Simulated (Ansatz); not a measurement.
A nudged elastic band was laid between two geometries of BF2H3O (7 atoms, charge 0, multiplicity 1).

All numbers below come from Ansatz, RKS PBE/def2-SVP.

```
movable images  : 7
climbing image  : from the first iteration
spring          : 5.0 eV/Å²
optimiser       : lbfgs
start path      : through a guess of the saddle point
force threshold : 0.05 eV/Å
iteration limit : 60
end points      : relaxed
```

Image 0:

```xyz
7
Properties=species:S:1:pos:R:3
B 0.053 0.051 0.088
H 0.052 0.612 1.178
F 1.138 0.184 -0.708
F -1.145 -0.041 -0.574
O 0.196 -1.676 0.637
H -0.460 -2.130 0.066
H -0.199 -1.689 1.532
```

Image 8:

```xyz
7
Properties=species:S:1:pos:R:3
B 0.118 -0.434 -0.856
H -0.269 -0.414 3.068
F 1.201 0.226 -1.253
F -1.078 -0.018 -1.291
O 0.257 -1.502 -0.030
H -0.601 -1.906 0.194
H 0.008 -0.639 2.387
```

(1) Which bonds break or form, and what moves?

(2) Give the energies along the band, and the barrier.

(3) What is the geometry of the highest image?

Answers

(1) Bonds broken: B1–H2, O5–H7. Bonds formed: H2–H7. BF2H3O becomes BF2HO + H2.

(2) It converged. The highest image is number 4 of 0 to 8, 81.3 kJ/mol above the first end and 158.2 kJ/mol above the last; the last end lies 77.0 kJ/mol below the first. Neighbouring images differ by up to 1.3 eV, so the band resolves the path poorly. Another band between the same ends (7 images) ends at a top of the same energy, where a vibrational analysis finds 1 clearly imaginary mode. The orbitals stay closed-shell, which can raise the energy where a bond breaks towards radicals; this wasn't checked here.

```csv
image,path coordinate (Å),energy (kJ/mol),B1–H2 (Å),O5–H7 (Å),H2–H7 (Å)
0,0.00,0.0,1.23,0.98,2.34
1,0.33,1.6,1.23,0.98,2.13
2,0.65,13.2,1.24,0.98,1.76
3,0.96,45.1,1.29,1.04,1.39
4,1.28,81.3,1.40,1.26,1.07
5,2.03,-47.0,2.05,2.01,0.78
6,2.79,-74.0,2.79,2.50,0.77
7,3.55,-76.2,3.39,2.49,0.77
8,4.32,-77.0,3.94,2.58,0.77
```

(3) 
```xyz
7
Properties=species:S:1:pos:R:3
B 0.047 -0.243 0.024
H -0.058 0.131 1.371
F 1.166 0.300 -0.487
F -1.137 -0.002 -0.592
O 0.220 -1.752 0.383
H -0.637 -2.190 0.201
H 0.034 -0.932 1.319
```

Run time: 8.6 min on 1 thread of Arm Neoverse V1, on a shared host, peak memory 0.12 GiB.
